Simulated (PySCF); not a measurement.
## C$_{6}$H$_{7}$NO: calculation and literature

Bonds (- single, = double, # triple, : aromatic): C1-O2 1.415 Å, O2-C3 1.344 Å, C3:C4 1.402 Å, C4:C5 1.377 Å, C5:C6 1.392 Å, C6:C7 1.380 Å, C7:N8 1.326 Å, N8:C3 1.323 Å. C1 carries H9, H10, H11; C4 carries H12; C5 carries H13; C6 carries H14; C7 carries H15.

Published estimates (parent shift plus substituent increments) and measurements: δ ¹³C C3 164.1; C7 146.9; C5 138.5; C6 116.6; C4 111.0; δ ¹H H15 8.16; H13 7.52; H14 6.84; H12 6.74 ppm (estimated from measurements, as parent shift plus tabulated substituent increment; solution, not stated per compound (mostly CDCl3 or CCl4); Pretsch, Buehlmann, Badertscher, Structure Determination of Organic Compounds, 4th ed. (2009)).

[PySCF 2.14.0 with density-fitted response routines: structure optimised with GFN2-xTB; GIAO PBE0/pcSseg-1 shieldings; equivalent nuclei averaged; no solvent model; a single conformation; non-relativistic]

**Question.** Set the calculated values beside the experiment.

**Answer.** 
Reference values: estimated from measurements, as parent shift plus tabulated substituent increment (solution, not stated per compound (mostly CDCl3 or CCl4); Pretsch, Buehlmann, Badertscher, Structure Determination of Organic Compounds, 4th ed. (2009)).
```
atoms  quantity  reference  computed  computed, scaled
   C3     δ ¹³C      164.1     171.7             165.1
   C7     δ ¹³C      146.9     154.0             147.9
   C5     δ ¹³C      138.5     144.0             138.1
   C6     δ ¹³C      116.6     120.1             114.9
   C4     δ ¹³C      111.0     115.5             110.4
  H15      δ ¹H       8.16      8.52              8.13
  H13      δ ¹H       7.52      7.85              7.50
  H14      δ ¹H       6.84      6.94              6.64
  H12      δ ¹H       6.74      6.94              6.64
```

Computed shifts are σ(ref) − σ with the named reference compound (TMS for H and C) calculated as an isolated molecule at the same level. The measured values may be among those fitted. Expected solution values come from regression of measured δ (H and C: mostly CDCl3, vs TMS) on computed σ: ¹³C (scatter 2.1 ppm rms, 2.3 ppm with the 13 outliers that the fit left out); ¹H (scatter 0.17 ppm rms, 0.18 ppm with the 4 outliers that the fit left out). A few per cent of atoms miss by over 2 rms, more outside the fitted compound classes.

**Question.** How far are the unscaled ¹³C shifts from the references?

**Answer.** Mean signed difference +5.64 ppm, mean absolute 5.64 ppm over 5 comparisons; the largest is +7.6 ppm at C3 (aromatic carbon bearing oxygen).

**Question.** How far are the unscaled ¹H shifts from the references?

**Answer.** Mean signed difference +0.25 ppm, mean absolute 0.25 ppm over 4 comparisons; the largest is +0.36 ppm at H15 (hydrogen on an aromatic CH next to a ring nitrogen).
